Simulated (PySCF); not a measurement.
**Electron correlation in Cl (chlorine, neutral)**

[Ne] 3s2 3p4 4s1, high-spin 4P determinant (an excited configuration). Computed with PySCF 2.14 in aug-cc-pV(Q+d)Z with one added diffuse shell each of s, p, d, f, g type (8s7p6d4f3g, 114 functions), with the non-relativistic Hamiltonian (point nucleus). Frozen: [Ne]; 7 electrons correlated.

MP2 pair energies summed by pair of shells (mhartree):

| pair | energy | share (%) |
| --- | --- | --- |
| 3s-3p | -62.67 | 42.8 |
| 3p-3p | -62.63 | 42.8 |
| 3s-3s | -10.65 | 7.3 |
| 3p-4s | -8.03 | 5.5 |
| 3s-4s | -2.42 | 1.7 |

Total MP2 correlation energy: -146.41 mhartree.

Same-spin part -35.60 and opposite-spin part -110.81 mhartree; SCS-MP2 scales them by 1/3 and 6/5 to -144.84 mhartree.
